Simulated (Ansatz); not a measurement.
All numbers were calculated with Ansatz.

Basis-set series for `C=C(C)C(CC)CC`. Charge 0, multiplicity 1. The geometry is a stationary point of PBE0-D4/def2-TZVP. It is one conformer, not always the lowest.

```
functional       basis  functions  energy (Eh)  HOMO (eV)  LUMO (eV)
   PBE0-D4    def2-SVP        192   -313.87798      -6.98       0.76
   PBE0-D4  def2-QZVPP        936   -314.23167      -7.03       0.41
   ωB97M-V    def2-SVP        192   -314.05184      -9.22       2.92
   ωB97M-V  def2-QZVPP        936   -314.42754      -9.26       1.71
```

Task: Give the rows for def2-TZVPP. (Estimate.)

Result: The calculation gave: 
```json
{"functional": "PBE0-D4", "basis": "def2-TZVPP", "functions": "472", "energy (Eh)": "-314.21399", "HOMO (eV)": "-7.02", "LUMO (eV)": "0.52"}
{"functional": "ωB97M-V", "basis": "def2-TZVPP", "functions": "472", "energy (Eh)": "-314.41026", "HOMO (eV)": "-9.26", "LUMO (eV)": "2.51"}
```

Positive LUMOs are unbound and depend on the basis.
